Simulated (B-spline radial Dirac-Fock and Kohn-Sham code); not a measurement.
Z = 71 (lutetium), transition energy 1840 keV. Method: a Dirac-Hartree-Slater potential of the neutral atom with a Latter tail (no hole, which puts coefficients of high multipoles low close above an edge), finite nucleus with surface currents. Computed with a radial finite-basis atomic code. Subshells that would emit electrons below 1 keV are left out, and so is internal pair formation.

Question: A pure transition shows α(K) = 0.00320, L1/L2 = 4.73 and L1/L3 = 31.2. What is its multipolarity?
A. M2
B. E4
C. M1
D. E1
E. M4
F. E2
G. M3
H. E3

Answer: B. For comparison, α(K), L1/L2, L1/L3 are E1 0.000465, 30.2, 28.7; E2 0.00102, 13.4, 34.3; E3 0.00190, 7.25, 34.9; M1 0.00149, 19.7, 100; M2 0.00340, 14.7, 122; M3 0.00581, 11.1, 75.7; M4 0.00920, 8.74, 38.9.
